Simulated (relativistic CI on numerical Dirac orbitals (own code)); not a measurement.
## Energy levels of Ce⁸⁺

Method of calculation: Dirac-Coulomb-Breit CI, separate exchange-only KLI orbitals for each configuration, model QED, unscaled Slater integrals (own radial code, finite nucleus).

Configurations in the expansion (outside the closed core [Kr]): 4d10.5s2.5p2, 4d10.5s2.5p.4f, 4d10.5s.5p3, 4d10.5s2.5p.5d, 4d10.5p4, 4d10.5s.5p.4f2, 4d10.5s.5p2.4f, 4d10.5s2.4f.5d, 4d10.5s.5p2.5d, 4d10.5p3.4f, 4d10.5s2.5p.5f, 4d10.5s2.4f.6s, 4d10.5s2.5p.5g, 4d10.5s2.5p.6s, 4d10.5s.5p2.5f, 4d10.5p3.5d, 4d10.5s2.5p.6p, 4d10.5p2.4f.5d, 4d10.5s.5p2.5g, 4d10.5s2.4f.5g, 4d10.5s.5p.5d2, 4d10.5s.5p.4f.5f, 4d9.5s2.5p2.4f, 4d10.5p3.6s, 4d10.5s2.5d.5f, 4d10.5s.5p2.6s, 4d10.5s2.5p.6d, 4d10.5s2.4f2, 4d10.5s.4f3, 4d10.5s.4f2.5d, 4d10.5p2.4f2, 4d10.5p.4f3, 4d10.5p.4f2.5d, 4d10.5p.4f2.5f, 4d10.5s2.5d2, 4d10.5s.4f.5d2, 4d10.5s.5d3, 4d10.5s.5p.4f.5d, 4d10.5p.4f.5d2, 4d10.5s.4f.5d.5f, 4d10.5p2.5d2, 4d10.5p.5d3, 4d10.5p.5d2.5f, 4d10.5s2.4f.5f, 4d10.5s.4f2.5f, 4d10.5s2.5f2, 4d10.5s.4f.5f2, 4d10.5s.5d.5f2, 4d10.5s.5p.4f.6s, 4d10.5s.4f2.6s, 4d10.5s.4f.5d.6s, 4d10.5p.4f2.6s, 4d10.5p.4f.5d.6s, 4d10.5s.4f.5f.6s, 4d10.5s2.5d.6s, 4d10.5s.5d2.6s. Double excitations out of closed p, d and f shells are left out; levels of such configurations are missing from the list, as are those of other unlisted configurations, and high levels can miss mixing partners. These lack a partner that the ground configuration has and come out too high: 4d9.5s2.5p2.4f, 4d10.5s.5p2.5f, 4d10.5s.5p2.5g, 4d10.5s2.5p.5g, 4d10.5s2.5p.6s.

The lowest level is 4d10.5s2.5p2 3P_0, with 83 % of that term; Hund's rules for 4d10.5s2.5p2 give 3P with J = 0, in agreement.

| No. | Configuration | Term | J | E (eV) | % | jj configuration (%) |
| --- | --- | --- | --- | --- | --- | --- |
| 1 | 4d10.5s2.5p2 | 3P | 0 | 0.0000 | 83 | 5p1/2^2 (93) |
| 2 | 4d10.5s2.5p2 | 3P | 1 | 2.7945 | 97 | 5p1/2 5p3/2 (97) |
| 3 | 4d10.5s2.5p2 | 3P | 2 | 3.6738 | 51 | 5p1/2 5p3/2 (91) |
| 4 | 4d10.5s2.5p2 | 1D | 2 | 7.1865 | 46 | 5p3/2^2 (89) |
| 5 | 4d10.5s2.5p.4f | 3G | 3 | 9.4548 | 57 | 5p1/2 4f5/2 (94) |
| 6 | 4d10.5s2.5p.4f | 3F | 3 | 9.9820 | 47 | 5p1/2 4f7/2 (91) |
| 7 | 4d10.5s2.5p.4f | 3F | 2 | 10.1426 | 73 | 5p1/2 4f5/2 (81) |
| 8 | 4d10.5s2.5p2 | 1S | 0 | 10.1573 | 81 | 5p3/2^2 (91) |
| 9 | 4d10.5s2.5p.4f | 3G | 4 | 10.2412 | 42 | 5p1/2 4f7/2 (92) |
| 10 | 4d10.5s2.5p.4f | 3G | 3 | 12.8487 | 36 | 5p3/2 4f5/2 (88) |
| 11 | 4d10.5s2.5p.4f | 3F | 4 | 13.2322 | 51 | 5p3/2 4f7/2 (61) |
| 12 | 4d10.5s2.5p.4f | 3G | 5 | 13.8020 | 97 | 5p3/2 4f7/2 (97) |
| 13 | 4d10.5s2.5p.4f | 3D | 3 | 13.8979 | 67 | 5p3/2 4f7/2 (84) |
| 14 | 4d10.5s2.5p.4f | 3D | 2 | 13.9992 | 70 | 5p3/2 4f5/2 (85) |
| 15 | 4d10.5s2.5p.4f | 3D | 1 | 14.4462 | 97 | 5p3/2 4f5/2 (97) |
| 16 | 4d10.5s2.5p.4f | 1G | 4 | 14.8353 | 82 | 5p3/2 4f5/2 (60) |
| 17 | 4d10.5s2.5p.4f | 1D | 2 | 15.7846 | 76 | 5p3/2 4f7/2 (86) |
| 18 | 5s.5p3(4S°) | 5S° | 2 | 17.9921 | 85 | 5s 5p3/2 (55) |
| 19 | 5s.5p3(2D°) | 3D° | 1 | 21.8793 | 68 | 5s 5p3/2 (59) |
| 20 | 4d10.5s2.4f2 | 3H | 4 | 22.2338 | 96 | 4f5/2^2 (82) |
| 21 | 5s.5p3(2D°) | 3D° | 2 | 22.3035 | 66 | 5s 5p1/2 5p3/2^2 (64) |
| 22 | 4d10.5s2.4f2 | 3H | 5 | 22.4292 | 97 | 4f5/2 4f7/2 (97) |
| 23 | 4d10.5s2.4f2 | 3H | 6 | 22.6413 | 97 | 4f7/2^2 (81) |
| 24 | 4d10.5s2.4f2 | 3F | 2 | 23.0720 | 97 | 4f5/2^2 (61) |
| 25 | 5s.5p3(2D°) | 3D° | 3 | 23.1906 | 79 | 5s 5p1/2 5p3/2^2 (79) |
| 26 | 4d10.5s2.4f2 | 3F | 3 | 23.1929 | 97 | 4f5/2 4f7/2 (97) |
| 27 | 4d10.5s2.4f2 | 3F | 4 | 23.2307 | 63 | 4f5/2 4f7/2 (80) |
| 28 | 4d10.5s2.4f2 | 1G | 4 | 23.5201 | 62 | 4f7/2^2 (89) |
| 29 | 5s.5p2(3P)<4P>.4f | 5G° | 2 | 24.7931 | 79 | 5s 5p1/2^2 4f5/2 (64) |
| 30 | 5s.5p2(3P)<4P>.4f | 5G° | 3 | 25.1270 | 60 | 5s 5p1/2^2 4f5/2 (40) |
| 31 | 4d10.5s2.4f2 | 1D | 2 | 25.1688 | 92 | 4f7/2^2 (36) |
| 32 | 5s.5p2(3P)<4P>.4f | 5D° | 4 | 25.3996 | 46 | 5s 5p1/2^2 4f7/2 (63) |
| 33 | 4d10.5s2.4f2 | 1I | 6 | 25.6854 | 97 | 4f5/2 4f7/2 (81) |
| 34 | 4d10.5s2.4f2 | 3P | 0 | 25.8602 | 97 | 4f5/2^2 (61) |
| 35 | 5s.5p3(2P°) | 3P° | 0 | 25.8875 | 91 | 5s 5p1/2 5p3/2^2 (91) |
| 36 | 4d10.5s2.4f2 | 3P | 1 | 25.9092 | 97 | 4f5/2 4f7/2 (97) |
| 37 | 4d10.5s2.4f2 | 3P | 2 | 26.0001 | 94 | 4f7/2^2 (52) |
| 38 | 5s.5p3(2P°) | 3P° | 1 | 26.1846 | 68 | 5s 5p1/2 5p3/2^2 (68) |
| 39 | 5s.5p3(2P°) | 3P° | 2 | 26.3519 | 32 | 5s 5p1/2 5p3/2^2 (42) |
| 40 | 5s.5p2(3P)<4P>.4f | 3G° | 3 | 26.6602 | 36 | 5s 5p1/2^2 4f7/2 (31) |
| 41 | 5s.5p2(3P)<4P>.4f | 5G° | 4 | 26.7734 | 62 | 5s 5p1/2 5p3/2 4f7/2 (53) |
| 42 | 5s.5p2(3P)<4P>.4f | 5D° | 3 | 26.8595 | 47 | 5s 5p1/2 5p3/2 4f5/2 (63) |
| 43 | 5s.5p2(3P)<4P>.4f | 5D° | 2 | 27.1865 | 46 | 5s 5p1/2 5p3/2 4f5/2 (76) |
| 44 | 5s.5p2(3P)<4P>.4f | 5G° | 5 | 27.2449 | 82 | 5s 5p1/2 5p3/2 4f7/2 (79) |
| 45 | 5s.5p2(3P)<4P>.4f | 5F° | 1 | 27.6085 | 49 | 5s 5p1/2 5p3/2 4f5/2 (85) |

Energies count from the lowest computed level; ° marks odd parity. Percentages are summed over parent terms; the parents shown are those of the largest component, closed shells are left out there, and <> holds an intermediate term. Filled j subshells are mostly left out of the jj labels.

The mean weight of the leading LS term, summed over parents, in these 45 levels is 72 %, and that of the leading jj configuration (from the same eigenvectors) 76 %.

At this charge configurations can still be misplaced by up to about 7 % of their energy. Levels and lines within the n = 5 or 6 shells can be off by up to 10 % or somewhat more, and those that change n by about 2 %, since core polarisation is missing. Levels that differ in their count of f electrons can be misplaced by several ten thousand cm⁻¹, since the correlation energy of f electrons is missing or only estimated; rates across such gaps can be off by orders of magnitude.

LS names give the leading component of a level, which can be under half, so a name can repeat, a term be missing and a line seem to break the LS rules.
